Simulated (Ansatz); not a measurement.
Cartesian coordinates (Å):
```xyz
4

N      1.5141    -0.2564     0.3983
C      0.4575     0.0528     0.0542
O     -0.7128     0.4699    -0.3157
H     -1.2589    -0.2663    -0.6297
```
Charge 0, multiplicity 1.

All values below come from frozen-core CCSD(T)/cc-pVTZ // B3LYP-D3(BJ)/def2-TZVP (Ansatz, an electronic-structure program).

```
Property                        Value
----------------------  -------------
HF energy               -167.79055 Ha
MP2 correlation energy    -0.57611 Ha
```

Q: Estimate the CCSD correlation energy, the (T) correction, the total energy and the T1 diagnostic.

A: 
| Quantity | Result |
|---|---|
| CCSD correlation energy | -0.57691 Ha |
| (T) correction | -0.02697 Ha |
| CCSD(T) total energy | -168.39442 Ha |
| T1 diagnostic | 0.014 |
